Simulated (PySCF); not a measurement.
A structure optimised at B3LYP-D3(BJ)/def2-TZVPD, used in a PySCF frequency run:

```
Cs
Cl 1 2.9718
```

Question: Write its SMILES, formula and point group.

Answer: [Cl][Cs], ClCs, C∞v

Question: What are its rotational constants (standard atomic weights)?

Answer: 2.0448 GHz (linear rotor, B only)
